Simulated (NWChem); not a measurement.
Molecule: CH$_{7}$GeN; SMILES C[NH][GeH3]

Results from NWChem. Pople sets run with spherical d functions. Medium grid unless said otherwise, to which SCAN and Minnesota functionals are sensitive. All runs use the structure optimised with PBE0/def2-SVP. Hybrids' shares of exact exchange are those that their runs print; pure functionals count as 0. The functionals differ in more than this share.

```
row                  share of exact exchange  highest occupied level (eV)
-------------------  -----------------------  ---------------------------
PBE/6-31G*                              0.00                        -4.87
M06-L/6-31G*                            0.00                        -5.17
B3LYP/6-31G*                            0.20                        -6.04
r2SCAN0/6-31G*                          0.25                        -6.52
M06/6-31G*                              0.27                        -6.35
BHandHLYP/6-31G*                        0.50                        -7.65
M06-2X/6-31G*                           0.54                        -7.71
M05-2X/6-31G*                           0.56                        -7.76
Hartree-Fock/6-31G*                     1.00                     withheld
```

**Question.** Fit a straight line of the last column on the one before it, predict the withheld value, and compare with the run.

**Answer.** 
1. Means of the 8 shown rows: x = 0.290, y = -6.509. Slope Σ(x − x̄)(y − ȳ)/Σ(x − x̄)² = -1.786/0.3578 = -4.992; intercept -5.061.
2. The shown rows scatter about the line by 0.121 (root mean square); the largest residual is -0.21, at r2SCAN0/6-31G*.
3. At x = 1.00 (Hartree-Fock/6-31G*; beyond the shown range) the line gives -10.05.
4. The run gives -9.85, +0.20 from the line, 1.7 times the scatter.
